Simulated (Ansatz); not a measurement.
Basis sets compared for Ge(OEt)2Me2 (C₆H₁₆GeO₂). Charge 0, multiplicity 1. Geometry PBE-D4/def2-SVP. Ansatz on 2 threads of AMD EPYC 7R13 on a shared host and a share (18 GiB) of an NVIDIA H100 80GB HBM3; times are rough, and most runs start from earlier orbitals.

```xyz
25

Ge    0.206    0.625   -0.878
O     1.700    0.414    0.101
C     1.842   -0.732    0.931
C     3.036   -0.529    1.851
H     0.919   -0.899    1.535
H     1.995   -1.654    0.315
H     3.188   -1.411    2.505
H     3.960   -0.367    1.259
H     2.882    0.363    2.492
O    -1.128    0.527    0.341
C    -2.367   -0.117    0.103
C    -2.981   -0.528    1.435
H    -3.069    0.567   -0.437
H    -2.252   -1.019   -0.548
H    -3.976   -0.996    1.286
H    -2.326   -1.254    1.960
H    -3.103    0.357    2.092
C     0.024   -0.819   -2.196
H    -0.876   -0.677   -2.826
H    -0.046   -1.804   -1.694
H     0.918   -0.820   -2.850
C     0.342    2.430   -1.594
H     1.252    2.523   -2.218
H     0.406    3.148   -0.755
H    -0.546    2.672   -2.210
```

The 6-31G sets use Cartesian d functions.

Binding counts from free atoms (Ge triplet, O triplet, C triplet, H doublet) in the same basis, without a counterpoise term.

| level | functions | energy (Eh) | HOMO (eV) | LUMO (eV) | binding per atom (eV) | wall time |
| --- | --- | --- | --- | --- | --- | --- |
| HF/STO-3G | 74 | -2433.2830 | -8.06 | 11.05 | 3.68 | 0.85 s |
| HF/6-31G | 133 | -2461.1755 | -10.98 | 4.59 | 2.82 | 1.1 s |
| PBE-D4/def2-SVP | 224 | -2464.4243 | -5.71 | 0.27 | 4.10 | 1.4 s |
| PBE0-D4/def2-SVP | 224 | -2464.5281 | -7.28 | 1.16 | 4.04 | 1.2 s |

**Question.** Estimate the rows for PBE-D4/def2-TZVP, PBE0-D4/def2-TZVP (with forces).

**Answer.** 
| level | functions | energy (Eh) | HOMO (eV) | LUMO (eV) | binding per atom (eV) | wall time |
| --- | --- | --- | --- | --- | --- | --- |
| PBE-D4/def2-TZVP | 392 | -2465.1304 | -5.87 | -0.16 | 4.07 | 1.7 s |
| PBE0-D4/def2-TZVP (with forces) | 392 | -2465.2254 | -7.38 | 0.66 | 4.01 | 2.4 s |
